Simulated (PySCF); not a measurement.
Cl$_{3}$FSi (SMILES F[Si](Cl)(Cl)Cl), singlet, geometry from GFN2-xTB; DF-PBE/def2-TZVP in PySCF.

The PySCF input:
```python
from pyscf import gto, scf, dft

mol = gto.M(
    atom='''
F     0.06162275    0.01458814    1.78763541
Si    0.00615497    0.00145709    0.17855170
Cl    1.73866429   -0.78390655   -0.41847415
Cl   -0.21267664    1.90476032   -0.37314928
Cl   -1.56368026   -1.12977685   -0.30181437
''',
    basis='def2-tzvp',
    verbose=4,
    max_memory=1800,
)

mf = dft.RKS(mol)
mf.xc = 'pbe'
mf = mf.density_fit(auxbasis='def2-universal-jkfit')
mf.kernel()
```

The log (banner, timings and long lists left out):

```
PySCF version 2.14.0

[INPUT] verbose = 4
[INPUT] num. atoms = 5
[INPUT] num. electrons = 74
[INPUT] charge = 0
[INPUT] spin (= nelec alpha-beta = 2S) = 0
[INPUT] symmetry False subgroup None
[INPUT] Mole.unit = angstrom
[INPUT] Symbol           X                Y                Z      unit          X                Y                Z       unit  Magmom
[INPUT]  1 F      0.061622750000   0.014588140000   1.787635410000 AA    0.116450120543   0.027567589267   3.378141335475 Bohr   0.0
[INPUT]  2 Si     0.006154970000   0.001457090000   0.178551700000 AA    0.011631207605   0.002753501039   0.337413812076 Bohr   0.0
[INPUT]  3 Cl     1.738664290000  -0.783906550000  -0.418474150000 AA    3.285599330661  -1.481368686753  -0.790801533710 Bohr   0.0
[INPUT]  4 Cl    -0.212676640000   1.904760320000  -0.373149280000 AA   -0.401900602693   3.599475337739  -0.705149942779 Bohr   0.0
[INPUT]  5 Cl    -1.563680260000  -1.129776850000  -0.301814370000 AA   -2.954927437789  -2.134968828374  -0.570346499758 Bohr   0.0

nuclear repulsion = 453.237715956534
number of shells = 63
number of NR pGTOs = 298
number of NR cGTOs = 179
basis = def2-tzvp
ecp = {}

******** <class 'pyscf.df.df_jk.DFRKS'> ********
method = DFRKS
initial guess = minao
damping factor = 0
level_shift factor = 0
DIIS = <class 'pyscf.scf.diis.CDIIS'>
diis_start_cycle = 1
diis_space = 8
diis_damp = 0
SCF conv_tol = 1e-09
SCF conv_tol_grad = None
SCF max_cycles = 50
direct_scf = False
XC library pyscf.dft.libxc version 7.1.2
    S. Lehtola, C. Steigemann, M. J. T. Oliveira, and M. A. L. Marques,  SoftwareX 7, 1–5 (2018)
XC functionals = pbe
    J. P. Perdew, K. Burke, and M. Ernzerhof,  Phys. Rev. Lett. 77, 3865 (1996)
    J. P. Perdew, K. Burke, and M. Ernzerhof,  Phys. Rev. Lett. 78, 1396 (1997)
    J. P. Perdew, K. Burke, and M. Ernzerhof,  Phys. Rev. Lett. 77, 3865 (1996)
    J. P. Perdew, K. Burke, and M. Ernzerhof,  Phys. Rev. Lett. 78, 1396 (1997)
radial grids:
    Treutler-Ahlrichs [JCP 102, 346 (1995); DOI:10.1063/1.469408] (M4) radial grids

becke partition: Becke, JCP 88, 2547 (1988); DOI:10.1063/1.454033
pruning grids: <function nwchem_prune>
grids dens level: 3
symmetrized grids: False
atomic radii adjust function: <function treutler_atomic_radii_adjust>
small_rho_cutoff = 0
Set gradient conv threshold to 3.16228e-05
Initial guess from minao.
tot grids = 90088
init E= -1770.02606513607
  HOMO = -0.336471506241186  LUMO = -0.0570100069616199  gap/eV = 7.60453
cycle= 1 E= -1769.38280725606  delta_E= 0.643  |g|= 0.652  |ddm|= 2.27
  HOMO = -0.247646380342453  LUMO = -0.0600344119493954  gap/eV = 5.10518
cycle= 2 E= -1769.14576435261  delta_E= 0.237  |g|=  1.4  |ddm|= 1.08
  HOMO = -0.28924084428413  LUMO = -0.0410809683518594  gap/eV = 6.75277
cycle= 3 E= -1769.45004504509  delta_E= -0.304  |g|= 0.157  |ddm|= 0.715
  HOMO = -0.306158129814929  LUMO = -0.05080791353779  gap/eV = 6.94843
cycle= 4 E= -1769.45464474599  delta_E= -0.0046  |g|= 0.0531  |ddm|= 0.148
  HOMO = -0.304395159477571  LUMO = -0.0515359672503634  gap/eV = 6.88065
cycle= 5 E= -1769.45494013447  delta_E= -0.000295  |g|= 0.0232  |ddm|= 0.043
  HOMO = -0.303740622602134  LUMO = -0.0498409331537766  gap/eV = 6.90896
cycle= 6 E= -1769.4550817874  delta_E= -0.000142  |g|= 0.00518  |ddm|= 0.0195
  HOMO = -0.303845727686341  LUMO = -0.0501271833743659  gap/eV = 6.90403
cycle= 7 E= -1769.45508709302  delta_E= -5.31e-06  |g|= 0.000831  |ddm|= 0.00306
  HOMO = -0.303805467013185  LUMO = -0.0500784051400545  gap/eV = 6.90427
cycle= 8 E= -1769.4550872331  delta_E= -1.4e-07  |g|= 0.000233  |ddm|= 0.00058
  HOMO = -0.303800414247203  LUMO = -0.0500791497389714  gap/eV = 6.90411
cycle= 9 E= -1769.45508724514  delta_E= -1.2e-08  |g|= 3.83e-05  |ddm|= 0.000153
  HOMO = -0.303804595182698  LUMO = -0.0500819853667968  gap/eV = 6.90414
cycle= 10 E= -1769.45508724544  delta_E= -2.97e-10  |g|= 8.1e-06  |ddm|= 3.4e-05
  HOMO = -0.303804558522466  LUMO = -0.0500820210631349  gap/eV = 6.90414
Extra cycle  E= -1769.4550872454  delta_E= 3.64e-11  |g|= 1.75e-05  |ddm|= 1.14e-05
converged SCF energy = -1769.4550872454
```
